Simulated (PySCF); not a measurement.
Work out the structure from these simulated measurements.

Formula: C6H5FSi.

- Polarisability: 94.0 au [wB97X-D/def2-SVPD]
- UV, first state: lowest singlet excitation: 5.39 eV (230 nm, f = 0.035) [TDDFT wB97X-D/def2-SVPD]
- Rotational structure: rotational constants A, B, C: 2.066, 1.437, 1.182 GHz [GFN2-xTB]
- UV, strongest line: among the 8 lowest singlet transitions: S2 at 5.40 eV (230 nm, f = 0.163) [TDDFT wB97X-D/def2-SVPD]
- 13C NMR: chemical shifts (computed TMS as zero) by class: 106.9 (1 C), 81.1 (1 C), 79.2 (1 C), 79.1 (1 C), 77.1 (1 C), 11.3 (1 C) ppm [GIAO PBE0/pcSseg-1]
- 1H NMR: chemical shifts (computed TMS as zero) by class: 5.05 (1 H), 3.46 (1 H), 1.92 (1 H), 1.90 (1 H), 1.51 (1 H) ppm [GIAO PBE0/pcSseg-1]

Gas-phase values; electronic properties from PySCF, density fitting. Levels stand in brackets. Geometry: GFN2-xTB; no solvent, vibrations or thermal averaging. NMR values are class means; diastereotopic atoms form classes of their own.

**Question.** Propose a structure and show how it fits.

**Answer.** Numbering: `[CH:1]#[C:2][C@@H:3]1[C@H:4]([F:5])[Si@@H:6]1[C:7]#[CH:8]`. Its formula, C6H5FSi, gives 5 degrees of unsaturation: 1 ring and 4 π bonds in the structure found. 6 carbons fall into 6 classes; from least to most shielded: terminal alkyne carbon [C8] (106.9 ppm), alkyne carbon [C2] (81.1 ppm), alkyne carbon [C7] (79.2 ppm), sp3 C–F carbon [C4] (79.1 ppm), terminal alkyne carbon [C1] (77.1 ppm), ring sp3 carbon bound to silicon [C3] (11.3 ppm). Hydrogen classes from least to most shielded: 1 H on an sp3 C–F carbon, C4 (5.05 ppm), 1 H on an SiH silicon, Si6 (3.46 ppm), 1 H on an sp3 carbon bound to silicon, C3 (1.92 ppm), 1 H on a terminal alkyne carbon, C8 (1.90 ppm), 1 H on a terminal alkyne carbon, C1 (1.51 ppm). The optimised geometry has point group C1 and is an asymmetric top. Structure: `C#C[C@@H]1[C@H](F)[Si@@H]1C#C`. Computed isomers that give other values at the same levels: `C#CC1=C(F)[SiH2]C=C1` (13C chemical shifts (computed TMS as zero) by class: 194.8 (1 C), 158.3 (1 C), 124.5 (1 C), 120.5 (1 C), 96.9 (1 C), 80.8 (1 C) ppm); `C#CC1=CC(F)=C[SiH2]1` (13C chemical shifts (computed TMS as zero) by class: 181.7 (1 C), 156.7 (1 C), 135.3 (1 C), 101.0 (1 C), 99.1 (1 C), 87.0 (1 C) ppm); `C#CC1=CC=C(F)[SiH2]1` (13C chemical shifts (computed TMS as zero) by class: 186.1 (1 C), 161.7 (1 C), 132.2 (1 C), 117.4 (1 C), 93.6 (1 C), 87.6 (1 C) ppm). The assignments are read from this structure; whether some other isomer fits the data as well wasn't checked. The mirror image fits equally.
